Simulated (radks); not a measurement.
Results of a calculation; reference values are marked as such.
Ionisation of neutral helium, [He], to He+, 1s1, under several functionals. Non-relativistic Kohn-Sham, spin-polarised, spherical densities, point nucleus; open shells are filled with parallel spins first; a radial shooting solver on a logarithmic mesh with Libxc functionals.

functional                                        E(He) (hartree)  Exc (hartree)  IE (eV)  -e(HOMO) (eV)  <r> HOMO (bohr)  IE error (eV)
PBEsol                                                   -2.85772       -1.00429   24.168         15.499           0.9513         -0.420
HCTH/407                                                 -2.92221       -1.07865   24.921         16.062           0.9428         +0.334
LDA (Slater exchange, Perdew-Zunger correlation)         -2.83429       -0.97244   24.284         15.516           0.9596         -0.304
SOGGA                                                    -2.84507       -0.99063   23.923         15.351           0.9527         -0.665
TASK exchange with Perdew-Wang LDA correlation           -2.97945       -1.14800   25.846         17.487           0.9269         +1.258
r2SCAN                                                   -2.90496       -1.06477   24.621         16.537           0.9359         +0.033
OLYP                                                     -2.90762       -1.06489   24.787         15.815           0.9446         +0.200
XLYP                                                     -2.91399       -1.06989   24.899         15.998           0.9455         +0.312
RPBE                                                     -2.91074       -1.06723   24.665         15.825           0.9437         +0.078
exchange-only LDA                                        -2.72364       -0.85278   22.070         14.067           0.9720         -2.518

NIST Atomic Spectra Database: 24.587 eV (measured). Closest: r2SCAN. The Delta-SCF values span 3.78 eV, the total energies 0.26 hartree. The highest occupied level is 1s.
